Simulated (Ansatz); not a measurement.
Reaction (formal exchange of groups at the Si–Ge bond): `C[CH2][GeH2][SiH3]` + `F[CH2][SnH3]` → `F[CH]([SiH3])[SnH3]` + `C[CH2][GeH3]`

Program: Ansatz. Geometries: PBE0-D4/def2-TZVP. ΔE: electronic, gas phase. CCSD(T)/CBS adds triple-zeta CCSD(T) − MP2 to the extrapolated MP2 energy (def2 sets, frozen cores). Functionals use def2-TZVPP. B3LYP here is the variant with VWN-RPA as its local correlation; programs differ in this. def2 core potentials past Kr. For Ge, Sn outer-core shells are correlated without core-valence functions, which leaves a few kJ/mol of doubt a bond. Scalar relativity is left out up to krypton. Each species was taken in one conformer, which may not be the lowest.

```json
{"level": "B3LYP-D4", "ΔE (eV)": "0.30"}
{"level": "ωB97X-V", "ΔE (eV)": "0.29"}
{"level": "B2PLYP", "ΔE (eV)": "0.29"}
{"level": "PBE0", "ΔE (eV)": "0.37"}
{"level": "HF/def2-TZVPP", "ΔE (eV)": "0.28"}
{"level": "SCS-MP2/def2-TZVPP", "ΔE (eV)": "0.26"}
{"level": "HF/def2-QZVPP", "ΔE (eV)": "0.27"}
{"level": "HF/CBS(def2)", "ΔE (eV)": "0.27"}
```

Q: What does CCSD(T)/CBS give? (Estimate.)

A: Ansatz gave: +0.29 eV. The listed levels differ from it by 0.01, 0.00, 0.00, 0.08, -0.01, -0.03, -0.02, -0.02 eV.

Largest T1 diagnostic among the species: 0.013.
